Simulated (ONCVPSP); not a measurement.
**Logarithmic derivatives: Mn (Z = 25), ONCV**

manganese (Mn), optimised norm-conserving Vanderbilt (ONCV), made with ONCVPSP 4.0.1 (PBE, fully relativistic). Core [Ar], reference 3d5 4s1.75 4p0.25. Waves: 4s: rc 2.25 bohr, ncon 4, nbas 9, qcut 2.5 1/bohr, 2 projectors, debl 1.3 Ha; 4p: rc 3.70 bohr, ncon 4, nbas 9, qcut 1.9 1/bohr, 2 projectors, debl 0.6 Ha; 3d: rc 1.70 bohr, ncon 3, nbas 7, qcut 8.7 1/bohr, 2 projectors, debl 3.4 Ha. Local part: polynomial inside 1.20 bohr (lpopt 5, dvloc0 0 Ha). Core correction: Teter function, fcfact 5, rcfact 1.1.

Open shells are filled in proportion to 2j + 1.

The phase is arctan(r·R′/R) of the radial function R(r), unwrapped; energies in Ha, scanned from -2 to 5 Ha. A pole is an energy at which the radial function vanishes at the test radius. The pseudo phase is shifted by a multiple of π to meet the all-electron one at the reference energy, and phase errors are pseudo minus all-electron; the curves can meet again beyond the range given. Levels narrower than the energy grid can be missing from the lists of poles.

```json
{"channel": "s", "radius (bohr)": "2.29", "reference energy (Ha)": "-0.20", "poles, all-electron": "1.46", "poles, pseudo": "-0.61, 1.46", "unbroken range about the reference energy with phases within 0.05 rad": "-0.6 to 3.0", "phase error 1 Ha above the reference energy (rad)": "-0.000"}
{"channel": "p3/2", "radius (bohr)": "3.76", "reference energy (Ha)": "-0.06", "poles, all-electron": "0.31, 2.05, 4.70", "poles, pseudo": "0.31, 1.15, 2.17, 4.72", "unbroken range about the reference energy with phases within 0.05 rad": "below 0.9", "phase error 1 Ha above the reference energy (rad)": "-0.153"}
{"channel": "p1/2", "radius (bohr)": "3.76", "reference energy (Ha)": "-0.06", "poles, all-electron": "0.30, 2.03, 4.68", "poles, pseudo": "0.30, 1.19, 2.17, 4.72", "unbroken range about the reference energy with phases within 0.05 rad": "below 0.9", "phase error 1 Ha above the reference energy (rad)": "-0.128"}
{"channel": "d5/2", "radius (bohr)": "1.73", "reference energy (Ha)": "-0.26", "poles, all-electron": "0.17", "poles, pseudo": "0.17", "unbroken range about the reference energy with phases within 0.05 rad": "the whole range", "phase error 1 Ha above the reference energy (rad)": "+0.002"}
{"channel": "d3/2", "radius (bohr)": "1.73", "reference energy (Ha)": "-0.27", "poles, all-electron": "0.16", "poles, pseudo": "0.16", "unbroken range about the reference energy with phases within 0.05 rad": "the whole range", "phase error 1 Ha above the reference energy (rad)": "+0.002"}
```

Note: ghosts flagged at negative energy: s at -16.8 eV; GHOST(+) flagged for p3/2 at 31.9 eV, p1/2 at 32.9 eV. A true bound ghost makes a file unfit for plane-wave use.

Phases in the d3/2 channel:

```
E (Ha)  all-electron  pseudo
 -1.98         1.146   1.147
 -1.62         1.065   1.066
 -1.26         0.917   0.919
 -0.90         0.561   0.564
 -0.54        -0.449  -0.448
 -0.18        -1.282  -1.282
  0.18        -1.584  -1.583
  0.54        -1.755  -1.754
  0.90        -1.910  -1.907
  1.26        -2.110  -2.106
  1.62        -2.451  -2.443
  1.98        -3.069  -3.060
  2.34        -3.740  -3.736
  2.70        -4.123  -4.122
  3.06        -4.321  -4.321
  3.42        -4.437  -4.437
  3.78        -4.513  -4.513
  4.14        -4.569  -4.567
  4.50        -4.612  -4.609
  4.86        -4.647  -4.643
```
